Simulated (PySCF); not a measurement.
**Ionising ZnF**

PBE0; Zn x2c-SVPall, F x2c-SVPall; spin-free X2C with a Gaussian nucleus (PySCF 2.14). Neutral (UKS): doublet (σ ↑), Re = 1.783 Å, ωe = 627 cm⁻¹, De = 2.78 eV, HOMO -6.74 eV, LUMO -3.47 eV.

ZnF⁺ (UKS): singlet (closed shell), Re = 1.721 Å, ωe = 714 cm⁻¹, De = 2.67 eV to Zn⁺ + F. The energies at the minima are -1895.07189 hartree for ZnF and -1894.72643 for ZnF⁺.

Task: Work out the adiabatic ionisation energy, without and with harmonic zero-point energies (1 hartree = 27.2114 eV, 1 eV = 8065.5 cm⁻¹), and the change of the bond length.

Result: At PBE0: 0.34546 hartree = 9.400 eV between the minima; the zero-point term (714.0 − 627.0)/2 cm⁻¹ = +0.005 eV makes it 9.406 eV. Re changes by -6.2 pm against the neutral. The electron leaves a σ orbital; in so polar a molecule the change of length follows mostly from the change of the ionic charges.

For an ion De counts to the pair picked by the measured ionisation energies or electron affinities, which need not be the lowest pair at this level. States were picked by a PBE0 search and need not be the measured ground states.
